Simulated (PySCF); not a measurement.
## Structure elucidation problem

Molecular formula: C$_{8}$H$_{10}$. Simulated spectra:

1H NMR (400 MHz, computed): δ 7.47 (m, 2H), 7.44 (m, 2H), 2.34 (s, 6H).

13C{1H} NMR (computed): δ 147.5 (C, 2C), 139.0 (CH, 2C), 135.6 (CH, 2C), 23.4 (CH3, 2C).

Theoretical values (PySCF 2.14.0 with density-fitted response routines): σ from GIAO-PBE0/pcSseg-2, PBE0-D3(BJ)/def2-TZVP structure. Single conformer, rapidly exchanging positions averaged, non-relativistic Hamiltonian, isolated molecule.

References, each an isolated molecule treated in the same way: 1H (σref 31.52) and 13C (σref 186.03) against TMS.

**Question.** Propose a structure and justify it.

**Answer.** 
- The formula gives 4 degrees of unsaturation (1 ring in the answer).
- 4 carbon signals for 8 carbons: some carbons are equivalent by symmetry or fast rotation.
- Carbon types of the structure: 2 × C, 4 × CH, 2 × CH3, which accounts for all hydrogens.
- δC 147.5: substituted aromatic carbon.
- δC 139.0, 135.6: aromatic CH; the aromatic region.
- δC 23.4: methyl carbon on an aromatic ring; a saturated carbon with 1 carbon neighbour and no heteroatom attached.
- δH 7.47, 7.44: hydrogen on an aromatic CH; aromatic region.
- δH 2.34: hydrogen on a methyl carbon on an aromatic ring; benzylic-type position, deshielded by the ring.

Structure: o-xylene (Cc1ccccc1C).

The shifts were computed for this structure.

Shifts are as computed. Against solution values, carbons near 30 ppm lie about +3 ppm off and those near 130 ppm about +9 ppm. Of 1309 compounds with measured shifts, 239 miss one by over three times the rms of a fit or turn the order of signals round; such compounds aren't used in these exercises. No couplings were computed; multiplicities are counted from neighbouring protons, with m where these are inequivalent, close in shift, in a saturated or five-membered ring or joined by F or P, and br s for small geminal =CH2 splittings.
